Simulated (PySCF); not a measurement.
# Computed records: AlGeH$_{5}$N

Computed with PySCF 2.14.0. Calculation on a computer-drawn molecule: optimised geometry and harmonic frequencies of an isolated molecule of the commonest isotopes, restricted reference for singlets and unrestricted otherwise, frozen core in MP2; on germanium a core potential holds 10 electrons, which the energies leave out, and 3d is frozen in MP2 and coupled-cluster steps.

Entry: AlGeH$_{5}$N

Start structure:
```xyz
8
AlGeH5N
N      0.3276    -1.9860    -1.8975
Ge     0.7522    -0.6587    -0.9225
Al    -0.9469     0.8978    -0.0618
H     -0.0486    -2.9025    -1.5235
H      0.0861    -1.9472    -2.8974
H      1.4294    -1.2181     0.3444
H      1.6816     0.2445    -1.7465
H     -2.1249     1.7809     0.3478
```

| Quantity | Value |
| --- | --- |
| charge | 1 |
| multiplicity | 1 |
| method | HF |
| basis | cc-pV(D+d)Z |
| basis and core potential on germanium | cc-pVDZ-PP ECP10MDF |
| rotational constants | ? |
| total energy | ? |

Drawn bonds:
| atom | other atom | order |
| --- | --- | --- |
| 1 | 2 | 1 |
| 2 | 3 | 1 |
| 1 | 4 | 1 |
| 1 | 5 | 1 |
| 2 | 6 | 1 |
| 2 | 7 | 1 |
| 3 | 8 | 1 |

Questions
1. Give the missing rotational constants for AlGeH$_{5}$N.
2. Estimate the total energy of AlGeH$_{5}$N.

## Answers
1. 10.18, 3, 2.421 GHz
2. -592.4061 hartree

Further results for AlGeH$_{5}$N:

| Item | Value |
| --- | --- |
| convergence status largest gradient component | 2.823e-05 hartree/bohr |

Optimised structure:
```xyz
8
AlGeH5N
N     -0.0610    -1.8559    -1.8454
Ge     0.9594    -0.6733    -0.9071
Al    -0.9687     0.8405    -0.1171
H     -0.0833    -2.7961    -1.4870
H      0.1057    -1.8865    -2.8375
H      1.6010    -1.2455     0.3441
H      1.8623     0.1937    -1.7660
H     -2.2588     1.6340     0.2590
```

Modes:
| frequency (cm⁻¹) | reduced mass (dalton) |
| --- | --- |
| 76.34 | 3.92 |
| 130.9 | 1.05 |
| 276.8 | 11.7 |
| 332.2 | 1.035 |
| 399.2 | 1.239 |
| 477.7 | 1.147 |
| 587.2 | 1.451 |
| 665.2 | 1.021 |
| 743 | 2.811 |
| 786.2 | 1.106 |
| 916.3 | 1.022 |
| 1004 | 1.154 |
| 1692 | 1.094 |
| 2088 | 1.046 |
| 2287 | 1.015 |
| 2298 | 1.026 |
| 3731 | 1.05 |
| 3828 | 1.096 |
